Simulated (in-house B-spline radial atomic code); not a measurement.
## Cr: [Ar] 3d6 (an excited or competing configuration)

Computed with a B-spline radial code for spherical atoms: non-relativistic LDA PW92, spin-polarised, spherical fractional occupations, point nucleus.

Screening seen three ways: the hydrogenic charge with the same mean radius, Z_r = [3n² - l(l+1)]/(2<r>), the one with the same energy, Z_e = n√(-2ε), and Slater's rules. Values are occupation-weighted means over spin.

```csv
shell,electrons,ε (eV),<r> (bohr),Z_r,Z_e,Slater
1s,2,-5817.7,0.0643,23.33,20.68,23.70
2s,2,-653.43,0.2968,20.22,13.86,19.85
2p,6,-555.86,0.2613,19.14,12.78,19.85
3s,2,-69.655,0.9156,14.74,6.79,12.75
3p,6,-42.678,0.9774,12.79,5.31,12.75
3d,6,-2.455,1.873,5.61,1.27,4.25
```

The least bound orbital is 3d down at -0.3546 eV, and it is also the most diffuse (<r> = 3.318 bohr).
